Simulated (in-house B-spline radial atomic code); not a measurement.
# PBE hybrid excitations of Mn7+

Method: PBE hybrid with 0.3 exact exchange. Computed with an all-electron radial atomic-structure program (B-spline basis): linear response of the closed shell [Ne] 3s2 3p6 with the functional's adiabatic kernel; scalar-relativistic (spin-free one-electron X2C), finite nucleus, no spin-orbit coupling, no double excitations, S, P, D and F terms only. Only terms of natural parity with L up to 3 were computed.

Command:
```bash
python run_td.py task.json out
```
Settings (radii: box in bohr, nucleus in fm):
```
Z                        25
electrons                18
configuration            [Ne] 3s2 3p6
hamiltonian              x2c
method                   pbeh
box_radius               12.81
exact_exchange_fraction  0.3
rms_radius               3.7057
intervals                70
```

Cost of the run: 0.6 s on 1 thread of Intel(R) Xeon(R) Platinum 8488C (Sapphire Rapids), with other jobs on the host.

The lowest states, in the order of their Tamm-Dancoff energies; the method's threshold (minus the highest occupied level) is 187.25 eV. Labels give the largest channel, * marks a mixed state, and oscillator strengths are full-response dipole values. Semilocal kernels can invert the small singlet-triplet splittings of Rydberg terms. Energies in eV:

```json
{"state": "3p → 3d 3P", "full response": "46.88", "Tamm-Dancoff": "47.04", "oscillator strength": "-"}
{"state": "3p → 3d 3F", "full response": "47.66", "Tamm-Dancoff": "47.94", "oscillator strength": "-"}
{"state": "3p → 3d 1F", "full response": "?", "Tamm-Dancoff": "?", "oscillator strength": "-"}
{"state": "3p → 3d 1P", "full response": "66.72", "Tamm-Dancoff": "69.61", "oscillator strength": "3.17"}
{"state": "3s → 3d 3D", "full response": "83.88", "Tamm-Dancoff": "83.95", "oscillator strength": "-"}
{"state": "3s → 3d 1D", "full response": "89.33", "Tamm-Dancoff": "89.47", "oscillator strength": "-"}
{"state": "3p → 4s 3P", "full response": "98.36", "Tamm-Dancoff": "98.37", "oscillator strength": "-"}
{"state": "3p → 4s 1P", "full response": "99.42", "Tamm-Dancoff": "99.46", "oscillator strength": "0.309"}
{"state": "3p → 4p 3S", "full response": "107.61", "Tamm-Dancoff": "107.65", "oscillator strength": "-"}
{"state": "3p → 4p 3D", "full response": "108.83", "Tamm-Dancoff": "108.85", "oscillator strength": "-"}
{"state": "3p → 4p 1D", "full response": "109.54", "Tamm-Dancoff": "109.54", "oscillator strength": "-"}
{"state": "3p → 4p 1S", "full response": "113.82", "Tamm-Dancoff": "114.11", "oscillator strength": "-"}
{"state": "3p → 4d 3P", "full response": "124.32", "Tamm-Dancoff": "124.33", "oscillator strength": "-"}
{"state": "3p → 4d 3F", "full response": "124.68", "Tamm-Dancoff": "124.69", "oscillator strength": "-"}
{"state": "3p → 4d 1F", "full response": "?", "Tamm-Dancoff": "?", "oscillator strength": "-"}
{"state": "3p → 4d 1P", "full response": "125.82", "Tamm-Dancoff": "125.90", "oscillator strength": "0.358"}
```

Where does 3p → 3d 1F lie?

At 52.26 eV in full response, 52.27 eV in Tamm-Dancoff.

Where does 3p → 4d 1F lie?

At 125.09 eV in full response, 125.09 eV in Tamm-Dancoff.

How large is the singlet-triplet splitting of 3p → 3d (F terms) in Tamm-Dancoff?

4.34 eV, from the unrounded values.

What polarisabilities and dispersion coefficient does the method give?

Dipole 0.6254 bohr³, quadrupole 0.4537 bohr⁵, C6 0.8284 hartree·bohr⁶ for two such species.
